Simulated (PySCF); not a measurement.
A species of formula C3H9NOSi has this rotational fingerprint, computed with PBE0-D3(BJ)/def2-SVP geometry optimisation, gas phase in PySCF:

| Item | Value |
| --- | --- |
| Rotational constants | A = 6531, B = 1387, C = 1237 MHz |
| Dipole components | \|μa\| = 0.78 D, \|μb\| = 0.47 D, \|μc\| = 0.06 D |
| Inertial defect | -33.32 u·Å² |
| κ | -0.94 |

Problem. Which structure is it? (One computed conformer of each.)
A. `[CH3:1][N:2]([CH3:3])[C:4](=[O:5])[SiH3:6]` with C1–N2–C4–O5 179°
B. `[CH2:1]=[N:2][SiH2:3][O:4][CH2:5][CH3:6]` with C1–N2–Si3–O4 124°, N2–Si3–O4–C5 58°, Si3–O4–C5–C6 -171°
C. `[OH:1][Si@H:2]1[CH2:3][CH2:4][CH2:5][NH:6]1` with H–O1–Si2–C3 -63°, O1–Si2–C3–C4 99°, Si2–C3–C4–C5 37°, C3–C4–C5–N6 -41°, C4–C5–N6–Si2 25°
D. `[CH3:1][N:2]([CH3:3])[SiH2:4][CH:5]=[O:6]` with C1–N2–Si4–C5 -57°, N2–Si4–C5–O6 148°
E. `[CH2:1]=[N:2][SiH2:3][CH2:4][O:5][CH3:6]` with C1–N2–Si3–C4 121°, N2–Si3–C4–O5 -170°, Si3–C4–O5–C6 -73°

Solution. B. It is C=N[SiH2]OCC, a near-prolate asymmetric top, point group C1. The candidates at the same level (rigid rotor, commonest isotopes):

```tsv
SMILES	A (MHz)	B (MHz)	C (MHz)	μa (D)	μb (D)	μc (D)	Δ (u·Å²)	point group	rotor
CN(C)C(=O)[SiH3]	4355	2136	1485	1.50	3.21	0.01	-12.34	–	asymmetric top
C=N[SiH2]COC	9798	1208	1153	0.63	0.36	0.14	-31.61	C1	near-prolate asymmetric top
O[Si@H]1CCCN1	4940	2392	1957	1.77	0.57	0.90	-55.36	C1	asymmetric top
C=N[SiH2]OCC	6531	1387	1237	0.78	0.47	0.06	-33.32	C1	near-prolate asymmetric top
CN(C)[SiH2]C=O	5966	1521	1323	3.02	0.24	0.61	-35.03	C1	near-prolate asymmetric top
```

`C=N[SiH2]COC` has A 50 % too high; `CN(C)C(=O)[SiH3]` has B 54 % too high; `CN(C)[SiH2]C=O` has B 10 % too high; `O[Si@H]1CCCN1` has B 72 % too high. No structure here is proved a minimum.
